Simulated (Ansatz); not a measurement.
All numbers were calculated with Ansatz.

`BCBF` at its PBE0-D4/def2-TZVP geometry, where that method's forces vanish. Total charge 0; spin multiplicity 1.

| atom | x (Å) | y (Å) | z (Å) |
| --- | --- | --- | --- |
| B1 | 1.161 | -0.600 | -0.148 |
| C2 | 0.181 | 0.501 | 0.328 |
| B3 | -1.259 | 0.155 | -0.156 |
| F4 | -1.841 | 0.901 | -1.084 |
| H5 | 1.048 | -1.720 | 0.261 |
| H6 | 2.023 | -0.363 | -0.944 |
| H7 | 0.105 | 0.382 | 1.421 |
| H8 | 0.470 | 1.517 | 0.056 |
| H9 | -1.890 | -0.774 | 0.264 |

Q: For each bond, give half the difference of the two atoms' forces along it (eV/Å; positive pushes the atoms apart) under PBE-D4, r2SCAN-D4, B3LYP-D4, ωB97M-V in def2-TZVPP. (Best estimate.)

A: The calculation gave: 
| bond | length (Å) | PBE-D4 | r2SCAN-D4 | B3LYP-D4 | ωB97M-V |
| --- | --- | --- | --- | --- | --- |
| B1–C2 | 1.549 | -0.07 | 0.02 | 0.11 | 0.12 |
| B1–H5 | 1.198 | 0.06 | -0.04 | -0.10 | -0.11 |
| B1–H6 | 1.196 | 0.08 | -0.03 | -0.13 | -0.13 |
| C2–B3 | 1.558 | -0.03 | 0.02 | 0.03 | 0.03 |
| C2–H7 | 1.102 | 0.14 | -0.01 | -0.05 | -0.07 |
| C2–H8 | 1.091 | 0.09 | -0.02 | -0.03 | -0.07 |
| B3–F4 | 1.325 | 0.47 | 0.16 | 0.19 | 0.23 |
| B3–H9 | 1.199 | -0.04 | -0.08 | -0.17 | -0.20 |

B3LYP here is the variant with VWN-RPA as its local correlation; programs differ in this.
